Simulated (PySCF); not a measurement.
## Adding and removing an electron: TlI

PBE; Tl cc-pVDZ-PP with ECP60, I cc-pVDZ-PP with ECP28; scalar-relativistic core potentials (PySCF 2.14). Neutral (UKS): singlet (closed shell), Re = 2.886 Å, ωe = 146 cm⁻¹, De = 3.67 eV, HOMO -5.76 eV, LUMO -2.55 eV.

TlI⁺ (UKS): doublet (π ↑), Re = 3.400 Å, ωe = 70.0 cm⁻¹. The energies at the minima are -468.32428 hartree for TlI and -468.00935 for TlI⁺.

(1) Work out the adiabatic ionisation energy, without and with harmonic zero-point energies (1 hartree = 27.2114 eV, 1 eV = 8065.5 cm⁻¹), and the change of the bond length.

These are scalar-relativistic numbers at best; spin–orbit coupling would shift them, the dissociation energy most. States were picked by a PBE0 search and need not be the measured ground states.

Answers

(1) At PBE: 0.31493 hartree = 8.570 eV between the minima; the zero-point term (70.0 − 146.0)/2 cm⁻¹ = -0.005 eV makes it 8.565 eV. Re changes by +51.4 pm against the neutral. Minus the HOMO energy is 5.76 eV, -2.81 eV from the value between the minima; self-interaction puts the Kohn–Sham level too high, less so with exact exchange. The electron leaves a π orbital, and the ion is left as a loose complex of an ion and an atom.
